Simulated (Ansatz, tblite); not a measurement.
Removing and adding an electron: (KNH2)2 ring (K₂N₂H₄). Total charge 0; singlet. Geometry: r2SCAN-D4/def2-SVP. Ansatz, gas phase; energy differences of separate SCF runs; the oxidised species was run as a doublet alone; the reduced species was run as a doublet alone.

```xyz
8

K    -0.282    0.392   -1.725
N     1.691   -0.847   -0.469
K     0.275   -0.403    1.724
N    -1.692    0.846    0.468
H     1.897   -1.824   -0.727
H     2.635   -0.438   -0.526
H    -2.640    0.448    0.530
H    -1.886    1.826    0.725
```

The xTB rows come from tblite. HOMO above LUMO, or a gap near zero within one spin, warns that the state may not be the lowest or that an electron is smeared out.

```json
{"level": "GFN1-xTB", "−HOMO (eV)": "8.15", "vertical IE (eV)": "10.50", "−LUMO (eV)": "6.27", "vertical EA (eV)": "5.19", "HOMO–LUMO gap (eV)": "1.88", "IE − EA (eV)": "5.31", "remarks": "–"}
{"level": "GFN2-xTB", "−HOMO (eV)": "6.95", "vertical IE (eV)": "10.30", "−LUMO (eV)": "6.59", "vertical EA (eV)": "3.74", "HOMO–LUMO gap (eV)": "0.36", "IE − EA (eV)": "6.56", "remarks": "–"}
{"level": "PBE-D4/def2-TZVP", "−HOMO (eV)": "2.95", "vertical IE (eV)": "5.63", "−LUMO (eV)": "1.03", "vertical EA (eV)": "–", "HOMO–LUMO gap (eV)": "1.92", "IE − EA (eV)": "–", "remarks": "–"}
{"level": "PBE-D4/def2-TZVPD", "−HOMO (eV)": "3.02", "vertical IE (eV)": "–", "−LUMO (eV)": "1.07", "vertical EA (eV)": "0.14", "HOMO–LUMO gap (eV)": "1.96", "IE − EA (eV)": "–", "remarks": "HOMO above zero (-1 doublet), gap within one spin near zero (-1 doublet)"}
{"level": "r2SCAN-D4/def2-TZVP", "−HOMO (eV)": "3.04", "vertical IE (eV)": "5.59", "−LUMO (eV)": "0.45", "vertical EA (eV)": "–", "HOMO–LUMO gap (eV)": "2.59", "IE − EA (eV)": "–", "remarks": "–"}
{"level": "r2SCAN-D4/def2-TZVPD", "−HOMO (eV)": "3.11", "vertical IE (eV)": "–", "−LUMO (eV)": "0.48", "vertical EA (eV)": "-0.01", "HOMO–LUMO gap (eV)": "2.62", "IE − EA (eV)": "–", "remarks": "HOMO above zero (-1 doublet), gap within one spin near zero (-1 doublet)"}
{"level": "PBE0-D4/def2-TZVP", "−HOMO (eV)": "4.13", "vertical IE (eV)": "5.90", "−LUMO (eV)": "0.51", "vertical EA (eV)": "–", "HOMO–LUMO gap (eV)": "3.61", "IE − EA (eV)": "–", "remarks": "–"}
{"level": "PBE0-D4/def2-TZVPD", "−HOMO (eV)": "4.19", "vertical IE (eV)": "–", "−LUMO (eV)": "0.55", "vertical EA (eV)": "0.03", "HOMO–LUMO gap (eV)": "3.64", "IE − EA (eV)": "–", "remarks": "HOMO above zero (-1 doublet)"}
```

   A HOMO above zero means that the electron is unbound at that level or that self-interaction error raises the level; the energy of removing that electron tells which. Raw xTB energy differences between charge states are shifted by several eV; the methods need an empirical correction for them. A negative affinity means that the extra electron isn't bound; its size then hangs on the basis.
